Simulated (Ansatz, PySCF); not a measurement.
Gas-phase reaction (SMILES): [CH3][Al]([NH2])[NH2] + Cl (HCl) → [NH2][Al]([NH2])[Cl] + C (CH4); hydrogen chloride cleaves one Al-C bond, a model of a ligand-exchange step.

Each molecule is optimised on its own at B3LYP-D3(BJ)/def2-TZVP (Ansatz, an electronic-structure program), one conformer each, not searched for the lowest. Cores are frozen in the correlated levels unless marked. No spin-orbit coupling. Non-relativistic. CBS(X,Y): correlation extrapolated as X^-3; Hartree-Fock from the larger set. Thermal terms are rigid-rotor harmonic-oscillator values from B3LYP-D3(BJ) frequencies (Ansatz or PySCF) at 298.15 K and 1 atm. 1 Eh = 627.5095 kcal/mol.

```json
[
 {"species": "[CH3][Al]([NH2])[NH2]", "E, CCSD(T)/CBS(cc-pV(T+d)Z,cc-pV(Q+d)Z) (Ansatz) (Eh)": "-393.76836", "E, B3LYP-D3(BJ)/def2-TZVPD (Ansatz + dftd3) (Eh)": "-394.45908", "H - E (Eh)": "0.09491"},
 {"species": "Cl (HCl)", "E, CCSD(T)/CBS(cc-pV(T+d)Z,cc-pV(Q+d)Z) (Ansatz) (Eh)": "-460.37849", "E, B3LYP-D3(BJ)/def2-TZVPD (Ansatz + dftd3) (Eh)": "-460.83744", "H - E (Eh)": "0.01000"},
 {"species": "[NH2][Al]([NH2])[Cl]", "E, CCSD(T)/CBS(cc-pV(T+d)Z,cc-pV(Q+d)Z) (Ansatz) (Eh)": "-813.75570", "E, B3LYP-D3(BJ)/def2-TZVPD (Ansatz + dftd3) (Eh)": "-814.82262", "H - E (Eh)": "0.06019"},
 {"species": "C (CH4)", "E, CCSD(T)/CBS(cc-pV(T+d)Z,cc-pV(Q+d)Z) (Ansatz) (Eh)": "-40.45816", "E, B3LYP-D3(BJ)/def2-TZVPD (Ansatz + dftd3) (Eh)": "-40.53958", "H - E (Eh)": "0.04840"}
]
```

**Question.** Work out ΔE and ΔH at 298.15 K at the first level, then ΔH at the second.

**Answer.** 
1. ΔE = [(-813.75570) + (-40.45816)] - [(-393.76836) + (-460.37849)] = -0.06701 Eh = -42.0 kcal/mol at CCSD(T)/CBS(cc-pV(T+d)Z,cc-pV(Q+d)Z).
2. The terms H - E add up to 0.00368 Eh, so ΔH = (-0.06701 + (0.00368))×627.5095 = -39.7 kcal/mol.
3. At B3LYP-D3(BJ)/def2-TZVPD the same steps give ΔE = -41.2 and ΔH = -38.9 kcal/mol, a shift of +0.8 from the first level.
4. These values are not checked against measurement here, since the tables used lack a sound gas-phase enthalpy of formation for at least one species.
